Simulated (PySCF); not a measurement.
A calculated (UHF, PySCF 2.14, pcseg-2, no relativity, point nucleus) atom or ion has these occupied shells.

```
shell  electrons  orbital energy (eV)  rms radius, mean of both spins (bohr)
 1s α          1             -10304.5                                 0.0572
 1s β          1             -10304.5                                 0.0572
 2s β          1              -1308.0                                  0.240
 2s α          1              -1308.0                                  0.240
 2p α          3              -1153.6                                  0.213
 2p β          3              -1153.6                                  0.213
 3s α          1              -173.45                                  0.710
 3s β          1              -173.41                                  0.710
 3p α          3              -121.49                                  0.743
 3p β          3              -121.43                                  0.743
 3d α          5              -32.073                                  0.895
 3d β          5              -32.050                                  0.895
 4s α          1              -12.423                                   2.68
 4s β          1              -10.754                                   2.68
 4p α          1               -5.846                                   3.71
```

Question: Name the element and its charge.

Answer: Ga (gallium, neutral), in [Ar] 3d10 4s2 4p1, 2P determinant.
